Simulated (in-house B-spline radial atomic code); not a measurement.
# TDHF excitations of Re⁷⁺

Method: TDHF. Computed with a B-spline radial code for spherical atoms: linear response of the closed shell [Xe] 4f14 with bare exchange (time-dependent Hartree-Fock); scalar-relativistic (spin-free one-electron X2C), finite nucleus, no spin-orbit coupling, no double excitations, S, P, D and F terms only; shells from n = 3 respond. Only terms of natural parity with L up to 3 were computed.

Spin-orbit coupling is strong here, so these LS terms don't match observed levels.

Command:
```bash
python run_td.py task.json out
```
Settings (radii: box in bohr, nucleus in fm):
```
Z                        75
electrons                68
configuration            [Xe] 4f14
hamiltonian              x2c
method                   hf
box_radius               12.81
rms_radius               5.3698
intervals                69
```

Time taken, with all properties: 7.4 s on 1 thread of Arm Neoverse N1, on a shared host.

The lowest states, in the order of their Tamm-Dancoff energies; the method's threshold (minus the highest occupied level) is 147.67 eV. Labels give the largest channel, * marks a mixed state, and oscillator strengths are full-response dipole values. Energies in eV:

| state | full response | Tamm-Dancoff | oscillator strength |
| --- | --- | --- | --- |
| 5p → 5d 3P | ? | ? | - |
| 5p → 5d 3F | ? | ? | - |
| 5p → 5d 1F | 50.61 | 50.71 | - |
| 4f → 5d 3P | 53.07 | 53.17 | - |

Q: Where does 5p → 5d 3P lie?

A: At 46.26 eV in full response, 46.45 eV in Tamm-Dancoff.

Q: Where does 5p → 5d 3F lie?

A: At 47.22 eV in full response, 47.62 eV in Tamm-Dancoff.

Q: How large is the singlet-triplet splitting of 5p → 5d (F terms) in Tamm-Dancoff?

A: 3.09 eV, from the unrounded values.

Q: What polarisabilities and dispersion coefficient does the method give?

A: Dipole 1.682 bohr³, quadrupole 1.912 bohr⁵, C6 5.791 hartree·bohr⁶ for two such species.
